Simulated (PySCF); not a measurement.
**Correlation energy of F⁺ (fluorine, charge +1)**

[He] 2s2 2p4, high-spin 3P determinant. Calculation: PySCF 2.14, in aug-cc-pCVTZ-DK with one added diffuse shell each of s, p, d, f type (8s7p5d3f, 75 functions); scalar relativity by spin-free X2C-1e. Frozen: nothing; 8 electrons correlated.

```json
{"level": "CCSD", "correlation energy (mhartree)": "-220.66"}
{"level": "(T)", "correlation energy (mhartree)": "-2.55"}
{"level": "CCSD(T)", "correlation energy (mhartree)": "-223.21"}
```

Diagnostics: T1 = 0.0036, D1 = 0.0085, largest double amplitude 0.024.

**Question.** Is a single reference adequate?

**Answer.** Yes: T1 lies below 0.03 and no double amplitude reaches 0.07.
